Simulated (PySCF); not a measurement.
SMILES CC(C)[NH][InH2] (C₃H₁₀InN), GFN2-xTB optimised geometry.

```
15

In    -1.81     0.08     0.00
H     -2.57    -1.45    -0.08
H     -2.90     1.45     0.00
N      0.26     0.08     0.00
C      0.94     0.45     1.24
C      0.25    -0.25     2.40
C      2.41     0.02     1.15
H      0.67     0.62    -0.76
H      0.92     1.54     1.42
H      0.81    -0.11     3.33
H     -0.76     0.15     2.53
H      0.18    -1.32     2.18
H      2.93     0.27     2.07
H      2.46    -1.05     0.98
H      2.90     0.53     0.32
```

Density from CAM-B3LYP/def2-TZVP, def2 effective core potentials past Kr in PySCF at that geometry. The core electrons that the potentials of In replace are not part of the density.

Minimum of the electron density along straight lines between bonded atoms, close to the bond critical point (lines longer than 1.1 times the sum of covalent radii, or with two minima, are not listed):

```csv
bond,length / Å,ρ at the minimum / e bohr⁻³,∇²ρ there / e bohr⁻⁵,position (fraction from the first atom)
In1–H2,1.715,0.107,[?],0.64
In1–H3,1.748,0.100,0.11,0.63
In1–N4,2.076,0.106,[?],0.51
N4–C5,1.458,0.270,-0.69,0.58
C5–C6,1.523,0.254,-0.66,0.50
C5–C7,1.532,0.249,-0.63,0.50
N4–H8,1.019,0.331,-1.49,0.73
C5–H9,1.105,0.277,-0.96,0.64
C6–H10,1.088,0.281,-0.97,0.64
C6–H11,1.099,0.270,[?],0.63
C6–H12,1.090,0.280,-0.96,0.64
C7–H13,1.087,0.280,-0.96,0.64
C7–H14,1.087,0.281,-0.97,0.64
C7–H15,1.088,0.280,-0.96,0.64
```

What belongs in the gaps?


- In1–H2, ∇²ρ there / e bohr⁻⁵: 0.12
- In1–N4, ∇²ρ there / e bohr⁻⁵: 0.31
- C6–H11, ∇²ρ there / e bohr⁻⁵: -0.90
